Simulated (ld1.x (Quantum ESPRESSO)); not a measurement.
# Transferability test, TM potential for Yb

| Property | Result |
| --- | --- |
| Element | Yb |
| Generator | ld1.x (Quantum ESPRESSO) 7.5 |
| Type | norm-conserving Troullier–Martins (Kleinman–Bylander form) |
| Functional | PW91 |
| Relativity | scalar-relativistic |
| Frozen core | [Xe] |
| Valence charge | 16 |
| Reference configuration | 4f14 5d0 6s1 6p0 (charge +1) |
| Partial waves | 6s (bound): rc 2.90 bohr; 6p (bound, empty): rc 3.25 bohr; 5d (bound, empty): rc 2.45 bohr; 4f (bound): rc 0.55 bohr |
| Local potential | all-electron potential smoothed inside 1.10 bohr (lloc = -1) |
| Core correction | none |

Energies are relative to the spin-unpolarised reference configuration 4f14 5d0 6s1 6p0; without spin polarisation the order of configurations can differ from experiment. Not all tests gave a result: 2 of 7 tests not solved or not reliable. Left out of the table: 4f14 5d0 6s2 6p0 (pseudo-atom not self-consistent, printed error +25 meV); 4f14 5d0 6s1.5 6p0 (pseudo-atom not self-consistent, printed error +11 meV).

**Question.** Give the all-electron excitation energy and the error of the potential for: 4f14 5d0 6s0 6p0; 4f13 5d0 6s0 6p0; 4f12 5d0 6s0 6p0; 4f14 5d1 6s0 6p0; 4f14 5d0 6s0 6p2.

**Answer.**

| valence configuration | charge | ΔE all-electron (eV) | error AE − PS (meV) |
| --- | --- | --- | --- |
| 4f14 5d0 6s0 6p0 | +2 | 12.283 | +207 |
| 4f13 5d0 6s0 6p0 | +3 | 38.969 | -539 |
| 4f12 5d0 6s0 6p0 | +4 | 85.484 | -4095 |
| 4f14 5d1 6s0 6p0 | +1 | 2.910 | +30 |
| 4f14 5d0 6s0 6p2 | 0 | -0.499 | +37 |

These tests converged, but a pseudo level misses the all-electron one widely, so the file describes the atom poorly there or has found another state: 4f12 5d0 6s0 6p0: 4f by 5.4 eV (a node warning on the way).

A Bessel basis up to 400 Ry misses an occupied level by 0.64 Ry, so cutoffs were not judged. Note: ghost states, extra bound levels that the all-electron valence spectrum of the same l lacks: s at -306.9 eV, s at -29.5 eV (other channels not judged).
